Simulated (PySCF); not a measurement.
**Worked example: oscillator strength and radiative lifetime**

Si(F)(Br)(OH)(OMe) (CH₄BrFO₂Si), SMILES CO[Si](O)(F)Br.

Geometry: B3LYP-D3(BJ)/def2-SVP. Other conformers were not sampled.

TDA-ωB97X/def2-SVPD in PySCF puts the first singlet state with f over 0.02 at 7.66 eV (vertical), with the transition dipole (-0.283, 0.265, 0.243) in atomic units.

Q: Find the oscillator strength, the wavelength and the radiative lifetime that this transition would have in vacuum if emission retraced absorption.

A: 
|μ|² = 0.2094 au, so |μ| = 1.16 D. ΔE = 7.66/27.211 = 0.2815 hartree. f = (2/3) ΔE |μ|² = 0.039 (the program prints 0.039).
λ = 1239.84/7.66 = 162 nm; ν = 61782 cm⁻¹.
Einstein's coefficient A = 0.6670 ν² f s⁻¹ (ν in cm⁻¹) = 1.0e8 s⁻¹, so τ = 1/A = 10.0 ns. This state is S1. The figure is the radiative limit of this one transition; relaxation, internal conversion, crossing to triplets and a medium change what is measured.
